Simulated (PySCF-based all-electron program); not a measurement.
The numbers below are computed, except where a source is named.
Force along the bond of BiAs, singlet

Method: all-electron DFT (in-house code on PySCF), basis-limit composite values; Koelling–Harmon scalar relativity, no spin–orbit coupling, spin-restricted. Forces are good to about 0.002 eV/Å. A positive force pushes the atoms apart.

```csv
r (Å),PBE (eV/Å)
1.976,17.883
2.0995,9.636
2.223,4.284
2.470,?
```

Task: What does PBE give at the lengths left open?

Result: 2.470 Å: -1.289 eV/Å.

Task: Between which listed lengths does the PBE force vanish, and at which of the two is it smaller?

Result: Between 2.223 and 2.470 Å. The force is smaller at 2.470 Å.
